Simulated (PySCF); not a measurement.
**J couplings in C6H12O**

Molfile (atoms numbered from 1):
```
C6H12O
     RDKit          3D

 19 19  0  0  0  0  0  0  0  0999 V2000
    2.6869   -0.5552    0.0471 C   0  0  0  0  0  0  0  0  0  0  0  0
    1.5980    0.1735    0.5165 O   0  0  0  0  0  0  0  0  0  0  0  0
    0.5742    0.3466   -0.4326 C   0  0  0  0  0  0  0  0  0  0  0  0
   -0.2044   -0.9574   -0.7254 C   0  0  0  0  0  0  0  0  0  0  0  0
   -1.6818   -0.5728   -0.6614 C   0  0  0  0  0  0  0  0  0  0  0  0
   -1.7116    0.4895    0.4340 C   0  0  0  0  0  0  0  0  0  0  0  0
   -0.4684    1.3266    0.1330 C   0  0  0  0  0  0  0  0  0  0  0  0
    3.4497   -0.5700    0.8385 H   0  0  0  0  0  0  0  0  0  0  0  0
    3.1303   -0.0960   -0.8598 H   0  0  0  0  0  0  0  0  0  0  0  0
    2.4273   -1.6032   -0.2004 H   0  0  0  0  0  0  0  0  0  0  0  0
    1.0211    0.7492   -1.3645 H   0  0  0  0  0  0  0  0  0  0  0  0
    0.0826   -1.4410   -1.6709 H   0  0  0  0  0  0  0  0  0  0  0  0
    0.0268   -1.6608    0.0919 H   0  0  0  0  0  0  0  0  0  0  0  0
   -2.3419   -1.4314   -0.4649 H   0  0  0  0  0  0  0  0  0  0  0  0
   -2.0047   -0.1302   -1.6198 H   0  0  0  0  0  0  0  0  0  0  0  0
   -2.6401    1.0797    0.4502 H   0  0  0  0  0  0  0  0  0  0  0  0
   -1.6130    0.0067    1.4208 H   0  0  0  0  0  0  0  0  0  0  0  0
   -0.0506    1.8409    1.0097 H   0  0  0  0  0  0  0  0  0  0  0  0
   -0.7037    2.0949   -0.6200 H   0  0  0  0  0  0  0  0  0  0  0  0
  1  2  1  0
  2  3  1  0
  3  4  1  0
  4  5  1  0
  5  6  1  0
  6  7  1  0
  7  3  1  0
  1  8  1  0
  1  9  1  0
  1 10  1  0
  3 11  1  0
  4 12  1  0
  4 13  1  0
  5 14  1  0
  5 15  1  0
  6 16  1  0
  6 17  1  0
  7 18  1  0
  7 19  1  0
M  END
```

Indirect spin–spin couplings were computed at B3LYP/pcJ-1 (without the spin–dipole term) (PySCF 2.14.0 with density-fitted response routines) on a PBE0-D3(BJ)/def2-SVP structure, for the isolated molecule, without vibrational or relativistic corrections. Couplings are averaged over pairs made equivalent by symmetry, fast rotation or ring inversion, so a value needn't be that of the named pair in this geometry, while other rotamers aren't included; one pair stands for each set, and the list holds a selection of those of at least 1.5 Hz over up to four bonds, among pairs with at least one C or H atom (others weren't computed).

Isotopes: ¹³C, ¹H, ¹⁷O. Couplings to quadrupolar nuclei such as 17O and 33S are rarely resolved in practice.

```csv
pair,bonds,J (Hz)
"C1, O2",1,?
"C1, H8",1,144.3
"O2, C3",1,23.1
"C3, C4",1,38.7
"C3, H11",1,145.4
"C4, C5",1,34.7
"C4, H12",1,134.8
"C4, H13",1,?
"C5, C6",1,33.1
"C5, H14",1,135.5
"C5, H15",1,134.5
"O2, H11",2,?
"C3, C5",2,?
"C3, H13",2,?
"C4, H14",2,-2.5
"H12, H13",2,?
"C1, C4",3,3.0
"C1, H11",3,4.5
"O2, H12",3,-3.9
"O2, H13",3,-5.8
"C3, H15",3,4.7
"C5, H18",3,5.7
"H11, H12",3,?
"H13, H15",3,7.8
"H14, H16",3,?
"H15, H16",3,6.2
```

Q: Estimate the withheld couplings, with signs.

A: 
- ¹J(C1,O2) = 24.1 Hz (bond length 1.392 Å)
- ¹J(C4,H13) = 135.1 Hz (mean over equivalent pairs that range from 130.7 to 139.6 Hz in this conformer)
- ²J(O2,H11) = -3.2 Hz (angle at C3 109°)
- ²J(C3,C5) = 3.1 Hz (mean over equivalent pairs that range from 2.1 to 4.1 Hz in this conformer)
- ²J(C3,H13) = -6.0 Hz (mean over equivalent pairs that range from -6.7 to -5.2 Hz in this conformer)
- ²J(H12,H13) = -14.6 Hz (angle at C4 108°)
- ³J(H11,H12) = 9.2 Hz (mean over equivalent pairs that range from 7.8 to 10.7 Hz in this conformer)
- ³J(H14,H16) = 7.8 Hz (mean over equivalent pairs that range from 0.7 to 14.8 Hz in this conformer)
